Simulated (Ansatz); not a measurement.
Isolated molecules relaxed with PBE0-D4/def2-TZVP in Ansatz; ΔE leaves out vibrations. CCSD(T)/CBS adds triple-zeta CCSD(T) − MP2 to the extrapolated MP2 energy (def2 sets, frozen cores). Functionals use def2-TZVPP. B3LYP here is the variant with VWN-RPA as its local correlation; programs differ in this. Each species was taken in one conformer, which may not be the lowest.

Consider the formal exchange of groups at the Si–N bond: `O[SiH2]N[Si](O)(F)F` + `C=C=CO` → `C=C=C(O)[SiH2]O` + `N[Si](O)(F)F`.

```csv
species,B3LYP energy (Eh)
`O[SiH2]N[Si](O)(F)F`,-987.44611
`C=C=CO`,-191.95936
`C=C=C(O)[SiH2]O`,-557.99889
`N[Si](O)(F)F`,-621.38314
```

Problem. Work out ΔE.

Solution. ΔE = (-557.99889) + (-621.38314) − (-987.44611) − (-191.95936) = 0.02344 Eh = +0.64 eV. CCSD(T)/CBS gives +0.67 eV.

Largest T1 diagnostic among the species: 0.013.

The D4 term adds +0.04 eV with B3LYP and +0.02 eV with PBE0; it sums over pairs of atoms, weighted by their polarisabilities, and B3LYP, whose exchange is more repulsive, gets the larger term. In def2-TZVPP, CCSD(T) changes the Hartree–Fock value by −0.05 eV (the triples alone add −0.01 eV) and MP2 by −0.07 eV. From PBE to PBE0 (25 % exact exchange), in def2-TZVPP and without D4, ΔE moves by +0.05 eV.
